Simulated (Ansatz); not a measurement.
`CO[SiH2]S[SiH2]Cl` + `C[O][GeH]([NH2])[Cl]` → `C[NH][GeH]([Cl])[O]C` + `O[SiH2]S[SiH2]Cl`  (substitution at a C–O bond)

Calculated with Ansatz (gas phase, PBE0-D4/def2-TZVP geometries, no zero-point term in ΔE). CCSD(T)/CBS is the MP2 limit (def2-TZVPP, def2-QZVPP) plus CCSD(T) − MP2 in def2-TZVPP, frozen cores. DFT in def2-TZVPP. B3LYP here is the variant with VWN-RPA as its local correlation; programs differ in this. For Ge outer-core shells are correlated without core-valence functions, which leaves a few kJ/mol of doubt a bond. Scalar relativity is left out up to krypton. Each species was taken in one conformer, which may not be the lowest.

```
             level  ΔE (kJ/mol)
         r2SCAN-D4        -19.7
          B3LYP-D4        -17.4
            r2SCAN        -20.1
             B3LYP        -18.2
     HF/def2-TZVPP        -13.9
CCSD(T)/def2-TZVPP        -20.4
      HF/CBS(def2)        -13.4
     MP2/CBS(def2)        -25.5
```

Question: What does CCSD(T)/CBS give? (Best estimate.)

Answer: Computed: -22.3 kJ/mol. The listed levels differ from it by 2.6, 4.9, 2.2, 4.1, 8.4, 1.9, 8.9, -3.2 kJ/mol.

Largest T1 diagnostic among the species: 0.011.

In def2-TZVPP, CCSD(T) changes the Hartree–Fock value by −6.5 kJ/mol (the triples alone add −0.4 kJ/mol) and MP2 by −9.8 kJ/mol.
